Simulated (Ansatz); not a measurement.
Molecule: ethylsilane, C₂H₈Si, charge 0, multiplicity 1. 
Coordinates optimised at B3LYP-D3(BJ)/def2-TZVP (Ansatz, a first-principles code):
SMILES: [SiH3]CC
```xyz
11

C     -1.6917     0.4200     0.0435
C     -0.5724    -0.5409    -0.3764
Si     1.1433     0.0254     0.1477
H     -2.6708     0.0585    -0.2775
H     -1.7251     0.5412     1.1284
H     -1.5481     1.4115    -0.3913
H     -0.7490    -1.5347     0.0460
H     -0.5732    -0.6705    -1.4630
H      1.4545     1.3480    -0.4505
H      1.2128     0.1596     1.6246
H      2.1783    -0.9447    -0.2874
```
Charge 0, spin multiplicity 1.

Computed values are from Ansatz. Cores are frozen in the correlated levels unless marked. UHF or UKS for open shells. Spin-orbit coupling is left out. No relativistic terms. Basis-set limits of correlation are two-point, X^-3; Hartree-Fock from the larger set. [CCSD(T)-MP2]/basis is that difference in the basis named.

Problem. What is the T1 diagnostic at CCSD/aug-cc-pV(Q+d)Z?

Solution. 0.010.

Problem. What is the vertical triplet-singlet gap at RI-MP2/CBS(aug-cc-pV(T+d)Z,aug-cc-pV(Q+d)Z)+[CCSD(T)-MP2]/aug-cc-pV(T+d)Z?

Solution. 7.58 eV.

Problem. What is the dipole moment at CCSD(T)/aug-cc-pV(D+d)Z?

Solution. 0.84 D.

Problem. What is the total energy at CCSD(T)/CBS(aug-cc-pV(T+d)Z,aug-cc-pV(Q+d)Z)?

Solution. -369.9839 Eh.

Problem. What is the vertical ionisation energy (to the doublet) at RI-MP2/CBS(aug-cc-pV(T+d)Z,aug-cc-pV(Q+d)Z)+[CCSD(T)-MP2]/aug-cc-pV(T+d)Z?

Solution. 11.04 eV.
